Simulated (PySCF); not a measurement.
# Adding and removing an electron: ZnS

TPSS; basis Zn 6-31G(d,p), S 6-31G(d,p); no relativity; PySCF 2.14. Neutral (UKS): singlet (closed shell), Re = 2.025 Å, ωe = 481 cm⁻¹, De = 2.30 eV, HOMO -5.34 eV, LUMO -4.45 eV.

ZnS⁺ (UKS): doublet (π ↑), Re = 2.130 Å, ωe = 397 cm⁻¹, De = 2.43 eV to Zn⁺ + S. The energies at the minima are -2177.21495 hartree for ZnS and -2176.90446 for ZnS⁺.

(1) Work out the adiabatic ionisation energy, without and with harmonic zero-point energies (1 hartree = 27.2114 eV, 1 eV = 8065.5 cm⁻¹), and the change of the bond length.

For an ion De counts to the pair picked by the measured ionisation energies or electron affinities, which need not be the lowest pair at this level. States were picked by a PBE0 search and need not be the measured ground states.

Results:

(1) At TPSS: 0.31049 hartree = 8.449 eV between the minima; the zero-point term (397.0 − 481.0)/2 cm⁻¹ = -0.005 eV makes it 8.444 eV. Re changes by +10.5 pm against the neutral. Minus the HOMO energy is 5.34 eV, -3.11 eV from the value between the minima; self-interaction puts the Kohn–Sham level too high, less so with exact exchange. The electron leaves a π orbital; in so polar a molecule the change of length follows mostly from the change of the ionic charges.
